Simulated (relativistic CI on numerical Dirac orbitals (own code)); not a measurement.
Ti4+ in a cubic cluster: 1s photoemission with charge transfer

Computed with a charge-transfer multiplet model of a cubic metal-ligand cluster with up to 3 ligand holes, Slater and spin-orbit integrals from Dirac-Coulomb-Breit ions, Slater integrals scaled by 0.9. The ground state mixes d0 with configurations of k ligand holes L, whose averages lie at kΔ + k(k − 1)U_dd/2; a core hole lowers each added d electron by U_cd. 300 K, Lorentzian 1.1 eV and Gaussian 0.6 eV FWHM.

Atomic integrals in eV (Slater integrals scaled, ζ unscaled), ground: F2dd 7.400, F4dd 4.602, zeta_d 0.013; with the core hole: F2dd 7.400, F4dd 4.602, zeta_d 0.030, G2cd 0.044. Where a configuration has fewer than two d electrons, the dd integrals are those of d2.

Cluster parameters (eV): Δ = 2.1, U_cd = 5.9, 10Dq = 0.4, 10Dq(ligand) = 0.9, V(eg) = 1.55, V(t2g) = -0.85, final-state hopping factor = 1.

| Case | n_d | d0 | d1L | d2L2 | d3L3 | S |
| --- | --- | --- | --- | --- | --- | --- |
| U_dd = 3.1 eV | 0.75 | 0.40 | 0.47 | 0.13 | 0.01 | 0.00 |
| U_dd = 5.2 eV | 0.64 | 0.45 | 0.46 | 0.08 | 0.00 | 0.00 |
| U_dd = 5.9 eV | 0.62 | 0.46 | 0.46 | 0.07 | 0.00 | 0.00 |

Weights, n_d and S are thermal averages at 300 K. Binding energies count from the first peak over 30 % of the highest in each spectrum, which can be another peak from case to case. The parameters are a model scan and need not match a compound or its usual spin state. Peaks in eV (height, largest 100):
- U_dd = 3.1 eV: 0.0 (100), 6.9 (48), 12.6 (8)
- U_dd = 5.2 eV: 0.0 (100), 7.2 (28), 12.5 (7)
- U_dd = 5.9 eV: 0.0 (100), 7.4 (24), 12.5 (6)

A d0 ion has no d-d gap: its lowest excitations are ligand-to-metal charge transfer. With the core hole the average of the configuration with one ligand hole lies at Δ − U_cd = -3.8 eV before mixing: the effective hopping of about 3.6 eV (from the holes of the mixed ground state) is comparable with this gap or larger, so the configurations mix strongly.
